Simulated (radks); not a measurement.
Q: Cl IV, configuration [Ne] 3s1.5 3p2 3d0.5 (fractional occupations, a model configuration). Calculated with a radial shooting solver on a logarithmic mesh with Libxc functionals: Dirac Kohn-Sham, exchange-only LDA, spin-unpolarised, spherical densities, finite nucleus; open shells fill j = l - 1/2 first; Fermi nuclear charge, rms radius 3.3654 fm. Some entries of the table are withheld. Estimate them.

orbital,occ.,eigenvalue (Ry),<r^2> (bohr^2)
1s1/2,2,-204.8993,0.01119
2s1/2,2,-21.75879,(1)
2p1/2,2,-17.44211,(2)
2p3/2,4,-17.31680,(3)
3s1/2,1.5,(4),2.228
3p1/2,2,-3.27886,2.653
3p3/2,0,-3.26495,2.671
3d3/2,0.5,(5),3.958
3d5/2,0,(6),3.962

A: 
(1) 2s1/2 <r^2> (bohr^2): 0.2351
(2) 2p1/2 <r^2> (bohr^2): 0.2040
(3) 2p3/2 <r^2> (bohr^2): 0.2062
(4) 3s1/2 eigenvalue (Ry): -4.27140
(5) 3d3/2 eigenvalue (Ry): -1.87242
(6) 3d5/2 eigenvalue (Ry): -1.87156
